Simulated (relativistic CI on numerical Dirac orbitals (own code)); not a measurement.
## Electric-dipole transitions in Rh¹³⁺

These numbers are calculated, not measured: Dirac-Coulomb-Breit CI, separate exchange-only KLI orbitals for each configuration, model QED (radiative potential, 1s self-energy scaled to tabulated hydrogen-like ionisation energies), unscaled Slater integrals (own radial code, finite nucleus).

Configuration list (outside the closed core [Ar] 3d10): 4s2 4p2, 4s 4p3, 4p4, 4s2 4p 4d, 4s 4p2 4d, 4s2 4p 4f, 4s 4p2 4f, 4p3 4d, 4s 4p 4d2, 4s2 4p 5s, 4s2 4d 4f, 4s2 4p 5p, 4s2 4d2, 4s 4d3, 4s 4d2 4f, 4p2 4d2, 4p 4d3, 4p 4d2 4f, 4p 4d2 5s, 4s2 4f2, 4s 4d 4f2, 4s 4f3, 4s2 4d 5s, 4s 4d2 5s, 4s 4d 4f 5s. Double excitations out of closed p, d and f shells are left out; levels of such configurations are missing from the list, as are those of other unlisted configurations, and high levels can miss mixing partners. These lack a partner that the ground configuration has and come out too high: 4s2 4p 5p.

```tsv
λ vac (nm)	Lower	Upper	A (s⁻¹)	gf	Branching (%)
17.995	4s 4p3 3D°_1 [7]	4s 4p2 4d 3F_2 [66]	1.19e+11	2.90e+00	75.3
18.079	4s 4p3 3D°_2 [8]	4s 4p2 4d 3F_3 [67]	1.39e+11	4.76e+00	81.1
18.089	4s 4p3 3D°_3 [9]	4s 4p2 4d 3F_4 [71]	1.96e+11	8.63e+00	98.9
18.547	4s 4p3 1D°_2 [13]	4s 4p2 4d 1F_3 [84]	1.68e+11	6.05e+00	86.9
18.615	4s2 4p2 3P_0 [1]	4s2 4p 4d 3D°_1 [20]	1.34e+11	2.08e+00	87.9
18.668	4s 4p3 5S°_2 [6]	4s 4p2 4d 5P_2 [48]	1.52e+11	3.97e+00	98.9
18.689	4s2 4p 4d 1F°_3 [26]	4s2 4d2 1G_4 [132]	3.24e+11	1.53e+01	96.7
18.902	4s 4p3 5S°_2 [6]	4s 4p2 4d 5P_3 [46]	1.31e+11	4.93e+00	95.9
18.926	4s2 4p2 1D_2 [4]	4s2 4p 4d 1F°_3 [26]	1.49e+11	5.61e+00	80.8
18.957	4s2 4p2 3P_2 [3]	4s2 4p 4d 3D°_3 [24]	1.38e+11	5.20e+00	86.5
18.966	4s 4p3 3S°_1 [14]	4s 4p2 4d 3P_2 [85]	1.39e+11	3.75e+00	59.1
19.012	4s2 4p 4d 3F°_4 [18]	4s2 4p 4f 3G_5 [98]	1.38e+11	8.24e+00	100.0
19.014	4s2 4p2 3P_1 [2]	4s2 4p 4d 1D°_2 [21]	6.21e+10	1.68e+00	50.6
19.058	4s2 4p 4d 3D°_3 [24]	4s2 4d2 3F_4 [117]	2.93e+11	1.43e+01	96.4
19.095	4s2 4p 4d 3P°_2 [19]	4s2 4p 4f 3D_3 [97]	1.56e+11	5.97e+00	76.5
19.157	4s2 4p 4d 3D°_2 [25]	4s2 4p 4f 3F_3 [118]	1.93e+11	7.44e+00	64.5
19.189	4s2 4p 4d 1D°_2 [21]	4s2 4p 4f 1F_3 [106]	1.70e+11	6.56e+00	73.2
19.713	4s2 4p 4d 1P°_1 [27]	4s2 4p 4f 1D_2 [128]	2.26e+11	6.58e+00	94.3
20.013	4s2 4p2 1S_0 [5]	4s2 4p 4d 1P°_1 [27]	1.25e+11	2.25e+00	97.2
20.178	4s2 4p2 3P_1 [2]	4s2 4p 4d 3P°_2 [19]	5.17e+10	1.58e+00	49.6
```

Terms are leading LS components. Brackets give the number of a level in order of energy, since labels repeat. The list gives strong lines, with weight on those to low levels, without lines whose two gauges differ by over a factor of 2.5, among the lowest 200 of 1737 levels, so that lines to higher ones, which can be the strongest, are missing. Levels whose partners in the same complex of configurations lie outside the list can be far off, and so can their lines. Rates are taken at the computed energies, electric ones in the length gauge.

At this charge energies of transitions that change n are usually good to better than 1 %, and those within a shell (Δn = 0) to a few per cent.

LS names give the leading component of a level, which can be under half, so a name can repeat, a term be missing and a line seem to break the LS rules.
